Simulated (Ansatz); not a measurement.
A nudged elastic band was laid between two geometries of FH6NOSi2 (11 atoms, charge 0, multiplicity 1).

Theory: Ansatz, RKS LDA/def2-SVP.

```yaml
movable_images: 7
climbing_image: yes
spring: 5.0 eV/Å²
optimiser: quadratic models (default)
start_path: through a guess of the saddle point
force_threshold: 0.03 eV/Å
iteration_limit: 60
end_points: relaxed
```

First end point:

```xyz
11
Properties=species:S:1:pos:R:3
N -1.513 1.041 -0.584
Si -0.223 -0.065 -0.812
O 1.264 0.532 -1.281
Si 0.480 -0.929 1.244
F 2.048 -0.394 1.190
H -2.094 1.334 -1.376
H -1.472 1.764 0.141
H -0.719 -1.033 -1.846
H 1.919 0.440 -0.552
H 0.519 -2.425 1.420
H -0.143 -0.322 2.477
```

Last end point:

```xyz
11
Properties=species:S:1:pos:R:3
N -0.439 1.282 -0.539
Si -1.011 -0.655 -0.671
O 0.353 -0.913 -1.710
Si 0.238 -0.884 1.396
F 0.695 0.694 1.772
H -1.142 1.994 -0.786
H 0.006 1.480 0.390
H 0.055 -1.285 -2.559
H 0.304 1.245 -1.265
H 1.529 -1.677 1.372
H -0.524 -1.337 2.620
```

(1) Which bonds break or form, and what moves?

(2) What energy profile does the band end with?

(3) What is the geometry of the highest image?

The band took 45 iterations and roughly 11 core-minutes.

Results:

(1) Bonds broken: Si2–H8, O3–H9. Bonds formed: N1–H9, O3–H8.

(2) The forces met the threshold. The highest image is number 5 of 0 to 8, 250.9 kJ/mol above the first end and 149.3 kJ/mol above the last; the last end lies 101.7 kJ/mol above the first. The profile has 2 maxima (images 2, 5) with wells between them (image 3): this band takes more than one step, which may be the mechanism or a detour left from its start path. Neighbouring images differ by up to 2.5 eV, so the band resolves the path poorly. A vibrational analysis at the climbing image gives one clearly imaginary mode, 1198i cm⁻¹: a first-order saddle point. The orbitals stay closed-shell, which can raise the energy where a bond breaks towards radicals; this wasn't checked here.

```json
{"image": "0", "path coordinate (Å)": "0.00", "energy (kJ/mol)": "0.0", "Si2–H8 (Å)": "1.50", "O3–H9 (Å)": "0.98", "N1–H9 (Å)": "3.48"}
{"image": "1", "path coordinate (Å)": "1.21", "energy (kJ/mol)": "4.6", "Si2–H8 (Å)": "1.50", "O3–H9 (Å)": "0.98", "N1–H9 (Å)": "3.31"}
{"image": "2", "path coordinate (Å)": "2.42", "energy (kJ/mol)": "8.4", "Si2–H8 (Å)": "1.50", "O3–H9 (Å)": "0.97", "N1–H9 (Å)": "3.24"}
{"image": "3", "path coordinate (Å)": "3.63", "energy (kJ/mol)": "3.6", "Si2–H8 (Å)": "1.50", "O3–H9 (Å)": "0.98", "N1–H9 (Å)": "3.20"}
{"image": "4", "path coordinate (Å)": "4.84", "energy (kJ/mol)": "10.6", "Si2–H8 (Å)": "1.50", "O3–H9 (Å)": "0.97", "N1–H9 (Å)": "3.13"}
{"image": "5", "path coordinate (Å)": "6.05", "energy (kJ/mol)": "250.9", "Si2–H8 (Å)": "1.62", "O3–H9 (Å)": "0.99", "N1–H9 (Å)": "2.80"}
{"image": "6", "path coordinate (Å)": "6.94", "energy (kJ/mol)": "177.7", "Si2–H8 (Å)": "2.32", "O3–H9 (Å)": "0.99", "N1–H9 (Å)": "2.32"}
{"image": "7", "path coordinate (Å)": "7.83", "energy (kJ/mol)": "156.8", "Si2–H8 (Å)": "2.35", "O3–H9 (Å)": "1.30", "N1–H9 (Å)": "1.31"}
{"image": "8", "path coordinate (Å)": "8.73", "energy (kJ/mol)": "101.7", "Si2–H8 (Å)": "2.26", "O3–H9 (Å)": "2.20", "N1–H9 (Å)": "1.04"}
```

(3) 
```xyz
11
Properties=species:S:1:pos:R:3
N -0.789 1.306 -0.335
Si -0.629 -0.385 -0.623
O 0.859 -0.612 -1.827
Si 0.292 -0.861 1.480
F 0.433 0.633 2.165
H -1.393 1.933 -0.874
H -0.437 1.713 0.543
H -0.400 -0.911 -2.135
H 1.036 0.284 -2.197
H 1.670 -1.472 1.426
H -0.577 -1.685 2.396
```

Run time: 5.8 min on 2 threads of Intel(R) Xeon(R) Platinum 8488C (Sapphire Rapids) (shared host), peak memory 0.16 GiB.
